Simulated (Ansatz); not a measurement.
The pair A = CH4 (SMILES C) (first 5 atoms), B = GeH4 (SMILES [GeH4]); geometry from B3LYP-D3(BJ)/def2-TZVP.
(charge 0, multiplicity 1):
```xyz
10

C      0.10154    -0.06870    -0.20314
H     -0.57459    -0.84581     0.15011
H      0.16497    -0.10927    -1.28955
H     -0.27484     0.90662     0.10206
H      1.09078    -0.22655     0.22405
Ge    -0.10153     0.06869     3.60220
H      0.50993     1.37856     3.08510
H     -0.19727     0.11972     5.13478
H      0.78696    -1.11182     3.18528
H     -1.50606    -0.11149     3.00903
```

Correlated levels freeze the cores. Filled d and f shells under p-block atoms count as core. MP2 and its Hartree–Fock in aug-cc-pVQZ, aug-cc-pVTZ are density fitted.

Codes used: Ansatz (Gaussian orbitals). Each number belongs to the level named beside it.

The counterpoise-corrected interaction energy is E(AB) − E(A in the pair's basis) − E(B in the pair's basis). Total energies (hartree):

| level | AB | A in the pair's basis | B in the pair's basis |
|---|---|---|---|
| HF/aug-cc-pVTZ | -2117.9308272 | -40.2135998 | -2077.7181837 |
| MP2/aug-cc-pVTZ | -2118.2750632 | -40.4145086 | -2077.8594310 |
| HF/aug-cc-pVQZ | -2117.9374532 | -40.2162166 | -2077.7221884 |
| MP2/aug-cc-pVQZ | -2118.2995000 | -40.4273482 | -2077.8709620 |
| MP2/aug-cc-pVDZ | -2118.1312398 | -40.3680052 | -2077.7623437 |
| CCSD(T)/aug-cc-pVDZ | -2118.1926170 | -40.3958383 | -2077.7958345 |

Problem. Work out the counterpoise-corrected interaction energy at the basis-set limit: extrapolate the MP2 correlation part as X⁻³, take Hartree–Fock from the larger set, and add the CCSD(T) − MP2 difference of aug-cc-pVDZ.

Solution. 
1. Differences (1 hartree = 627.509 kcal/mol): HF/aug-cc-pVTZ 0.600; MP2/aug-cc-pVTZ -0.705; HF/aug-cc-pVQZ 0.597; MP2/aug-cc-pVQZ -0.747; MP2/aug-cc-pVDZ -0.559; CCSD(T)/aug-cc-pVDZ -0.592.
2. Correlation parts, MP2 less HF: -1.305 in aug-cc-pVTZ (X = 3), -1.344 in aug-cc-pVQZ (X = 4).
3. Limit (4³·(-1.344) − 3³·(-1.305))/(4³ − 3³) = -1.372; with HF/aug-cc-pVQZ it gives -0.775.
4. CCSD(T) less MP2 in aug-cc-pVDZ: -0.033.
Result: -0.81 kcal/mol, against -0.71 at MP2/aug-cc-pVTZ. It is an estimate of this method's limit, not of the exact value.

Ansatz is a quantum-chemistry and plane-wave program.
